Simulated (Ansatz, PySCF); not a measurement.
Breaking the Be1–H2 bond in BeClH (SMILES [BeH][Cl]) (multiplicity 1 held, fragments rigid). Energies count from the point at 1.323 Å.
Geometry at that point (charge 0, multiplicity 1):
```xyz
3

Be     0.000     0.000    -1.335
H      0.000     0.000    -2.658
Cl     0.000     0.000     0.471
```

R- and RO- levels are restricted; in cc, def2 and unpolarised 6-31G sets they are followed outwards from rest. U- levels take the lowest unrestricted solution at each point, which mixes spins at long bonds. Active spaces are followed from a long bond inwards. Curves can end on different states.

Frozen-core correlation. Rows in 3-21G carry no dispersion term and start afresh at each structure.

Codes used: Ansatz (Gaussian basis) for Hartree–Fock, density functionals and correlated methods; PySCF for 3-21G rows. Each number belongs to the level named beside it.

Energies in kJ/mol.

| R (Å) | R-HF/3-21G | R-HF/aug-cc-pV(T+d)Z | U-wB97X-V/aug-cc-pV(T+d)Z | FIC-NEVPT4(SD) on CASSCF(2,2)/aug-cc-pV(T+d)Z | FIC-MRCISD+Q on CASSCF(2,2)/aug-cc-pV(T+d)Z |
|---|---|---|---|---|---|
| 1.058 | 86 | 83 | 82 | 82 | 81 |
| 1.190 | 18 | 17 | 17 | 17 | 17 |
| 1.323 | 0 | 0 | 0 | 0 | 0 |
| 1.455 | 12 | 12 | 11 | 10 | 11 |
| 1.587 | 41 | 40 | 37 | 36 | 37 |
| 1.786 | 99 | 98 | 92 | 89 | 90 |
| 1.984 | 165 | 163 | 154 | 145 | 147 |
| 2.315 | 275 | 269 | 255 | 232 | 234 |
| 2.645 | 377 | 364 | 337 | 299 | 301 |
| 3.042 | 484 | 459 | 382 | 350 | 352 |
| 3.571 | 597 | 557 | 399 | 380 | 383 |
| 4.233 | 700 | 642 | 402 | 391 | 393 |

Doubts at one or more of the structures used: a restricted determinant that unrestricted orbitals would lower (R-HF/3-21G, R-HF/aug-cc-pV(T+d)Z); a spin-contaminated determinant (U-wB97X-V/aug-cc-pV(T+d)Z).

Ansatz is a program for electronic structure.
